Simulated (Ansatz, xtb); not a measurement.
## Two isomers of C3H6BF3Si

Structure X is `C/C(=C/[SiH2]F)B(F)F`, a singlet and structure Y is `FB(F)[C@@H]1CC[Si@H]1F`, a singlet. Both are isolated molecules in the gas phase, relaxed with B3LYP-D3(BJ)/def2-SVP; the shapes shown needn't be the lowest conformers.

X (Å):

```csv
atom,x (Å),y (Å),z (Å)
C,-1.4590,1.3125,-1.4619
C,-0.8453,-0.0278,-1.1423
C,0.4864,-0.2600,-1.2118
B,-1.7949,-1.1827,-0.7163
F,2.9889,-1.4675,-1.1233
F,-1.3144,-2.3901,-0.4202
F,-3.1045,-1.0292,-0.6276
Si,1.4219,-1.8486,-0.8539
H,-2.1897,1.2260,-2.2841
H,-0.6984,2.0532,-1.7497
H,-2.0193,1.7063,-0.5969
H,1.1348,0.5768,-1.5171
H,1.3097,-2.2731,0.5643
H,1.0689,-2.9468,-1.7884
```

Y (Å):

| atom | x (Å) | y (Å) | z (Å) |
| --- | --- | --- | --- |
| C | -0.6731 | -1.1648 | 0.8285 |
| C | -1.1691 | -0.8534 | -0.6270 |
| C | -1.9553 | 0.4870 | -0.4340 |
| B | 0.7560 | -1.6960 | 1.0594 |
| F | 1.1164 | -2.3096 | 2.1801 |
| F | 1.7195 | -1.5093 | 0.1615 |
| F | -1.8003 | 1.0556 | 2.5189 |
| Si | -0.9844 | 0.6849 | 1.1575 |
| H | -1.4220 | -1.7259 | 1.4115 |
| H | -0.3050 | -0.7025 | -1.2918 |
| H | -1.7731 | -1.6670 | -1.0576 |
| H | -1.8841 | 1.2195 | -1.2502 |
| H | -3.0203 | 0.2976 | -0.2231 |
| H | 0.2182 | 1.5585 | 1.1313 |

Task: Which of the two would you expect CCSD(T)/def2-SVP + ΔMP2/def2-TZVPP electronic energies to favour?

Result: Structure Y; the calculation gives E(Y) − E(X) = −32.9 kJ/mol.

The same difference at several levels:

```csv
level,geometry,E(Y) − E(X) (kJ/mol),departure from the last row (kJ/mol),"job, with rough time for the two"
GFN2-xTB,GFN2-xTB,−4.5,+28.4,"optimisation, 0.23 s"
HF/STO-3G,GFN2-xTB,−101.5,−68.7,"single point, 0.32 s"
r2SCAN-D4/def2-SVP,GFN2-xTB,−33.6,−0.7,"single point, 3.7 s"
B3LYP-D3(BJ)/def2-SVP,B3LYP-D3(BJ)/def2-SVP,−25.3,+7.6,"optimisation, 57 s"
HF/def2-SVP,B3LYP-D3(BJ)/def2-SVP,−10.5,+22.3,part of the CCSD(T) run
MP2/def2-SVP,B3LYP-D3(BJ)/def2-SVP,−36.3,−3.5,part of the CCSD(T) run
CCSD(T)/def2-SVP,B3LYP-D3(BJ)/def2-SVP,−23.8,+9.0,single point
CCSD(T)/def2-SVP + ΔMP2/def2-TZVPP,B3LYP-D3(BJ)/def2-SVP,−32.9,,"single point, 94 s"
```

As drawn, Y has 1 C–C, 1 C–Si, 1 C–H in place of 1 C=C, 1 Si–H. Structure X has no ring, Y a 4-membered ring.

The levels shown agree on the order. The largest departure from CCSD(T)/def2-SVP + ΔMP2/def2-TZVPP is that of HF/STO-3G, 68.7 kJ/mol. The last row adds to CCSD(T) the change of the MP2 difference between the two basis sets, here −9.0 kJ/mol.

With thermal terms from frequencies at re-optimised GFN2-xTB minima (ideal gas, soft modes damped towards free rotors, one conformer each, 298.15 K, 1 atm): on the last row, ΔE + ΔZPE = −20.9, ΔH = −23.8, ΔG = −18.0 kJ/mol.

The correlated steps freeze 12 core orbitals. Mirror images aren't counted in ΔG. Programs: Ansatz 0.2.0, xtb 6.7.1; the last row on 4 threads of Arm Neoverse V2 on a shared host.
